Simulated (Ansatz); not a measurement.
`N[Si](F)([SiH3])Cl` → `N[SiH](F)Cl` + `[SiH2]`  (silylene loss)

Calculated with Ansatz (gas phase, PBE0-D4/def2-TZVP geometries, no zero-point term in ΔE). CCSD(T)/CBS is the MP2 limit (def2-TZVPP, def2-QZVPP) plus CCSD(T) − MP2 in def2-TZVPP, frozen cores. This one scheme is used for every species. DFT in def2-TZVPP. B3LYP here is the variant with VWN-RPA as its local correlation; programs differ in this. HSE06 is defined as in plane-wave codes. Each species was taken in one conformer, which may not be the lowest.

```tsv
level	ΔE (eV)	difference from CCSD(T)/CBS
r2SCAN-D4	2.61	0.26
B97M-V	2.36	0.01
PBE0-D4	2.57	0.22
B3LYP-D4	2.35	0.00
r2SCAN0-D4	2.60	0.25
HSE06-D4	2.57	0.22
ωB97X-V	2.48	0.13
ωB97M-V	2.27	-0.08
revPBE	2.29	-0.06
PBE0	2.48	0.13
r2SCAN0	2.57	0.22
CAM-B3LYP	2.29	-0.06
LC-ωPBE	2.55	0.20
RPA@PBE/def2-TZVPP	2.08	-0.27
CCSD(T)/def2-TZVPP	2.27	-0.08
HF/CBS(def2)	2.06	-0.29
CCSD(T)/CBS	2.35	0
```

Largest T1 diagnostic among the species: 0.014.

The D4 term adds +0.16 eV with B3LYP and +0.09 eV with PBE0; it sums over pairs of atoms, weighted by their polarisabilities, and B3LYP, whose exchange is more repulsive, gets the larger term. In def2-TZVPP, CCSD(T) changes the Hartree–Fock value by +0.21 eV (the triples alone add +0.06 eV) and MP2 by +0.35 eV.
